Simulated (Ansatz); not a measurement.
Reaction (formal exchange of groups at a C–O bond): `OCC[SiH2]O` + SiH₄ → `O[SiH2]CC[SiH3]` + H₂O

Isolated molecules relaxed with PBE0-D4/def2-TZVP in Ansatz; ΔE leaves out vibrations. CCSD(T)/CBS is the MP2 limit (def2-TZVPP, def2-QZVPP) plus CCSD(T) − MP2 in def2-TZVPP, frozen cores. This one scheme is used for every species. DFT in def2-TZVPP. One conformer a species, not always the lowest.

`OCC[SiH2]O`:

Z-matrix (Å, degrees):
```
C
C 1 1.514
O 1 1.425 2 108.2
H 1 1.098 2 109.9 3 120.2
H 1 1.098 2 111.0 3 -120.6
Si 2 1.880 1 112.7 3 -53.7
H 2 1.095 1 110.0 3 68.2
H 2 1.096 1 109.2 3 -174.8
H 3 0.960 1 109.0 2 178.0
O 6 1.645 2 110.9 1 65.0
H 6 1.485 2 110.7 1 -176.0
H 6 1.494 2 107.6 1 -57.5
H 10 0.964 6 111.0 2 -36.2
```

SiH₄:

Cartesian coordinates in Å:
```
Si 0.000 0.000 0.000
H 1.223 0.721 -0.435
H 0.379 -1.116 0.903
H -0.705 -0.543 -1.189
H -0.897 0.938 0.721
```

`O[SiH2]CC[SiH3]`:

Cartesian coordinates in Å:
```
O -1.794 -1.503 0.176
Si -0.272 -1.646 0.797
C 0.562 0.003 1.106
C 1.030 0.770 -0.137
Si -0.324 1.407 -1.272
H -1.874 -1.159 -0.716
H -0.441 -2.366 2.083
H 0.599 -2.443 -0.118
H 1.421 -0.210 1.756
H -0.119 0.617 1.707
H 1.621 1.646 0.158
H 1.703 0.149 -0.740
H 0.256 2.275 -2.330
H -1.342 2.178 -0.510
H -1.027 0.283 -1.960
```

H₂O:

```xyz
3

O    -0.202    0.286    0.171
H     0.059    0.226   -0.751
H     0.143   -0.512    0.579
```

| level | ΔE (kJ/mol) |
| --- | --- |
| r2SCAN | -55.2 |
| HF/CBS(def2) | -38.9 |

(1) What does CCSD(T)/CBS give? (Best estimate.)

Largest T1 diagnostic among the species: 0.011.

## Answers

(1) The calculation gave: -63.8 kJ/mol. The listed levels differ from it by 8.6, 24.9 kJ/mol.

In def2-TZVPP, CCSD(T) changes the Hartree–Fock value by −19.4 kJ/mol (the triples alone add −1.9 kJ/mol) and MP2 by −27.3 kJ/mol. The D4 term adds −9.1 kJ/mol with B3LYP and −5.3 kJ/mol with PBE0; it sums over pairs of atoms, weighted by their polarisabilities, and B3LYP, whose exchange is more repulsive, gets the larger term.

B3LYP here is the variant with VWN-RPA as its local correlation; programs differ in this.
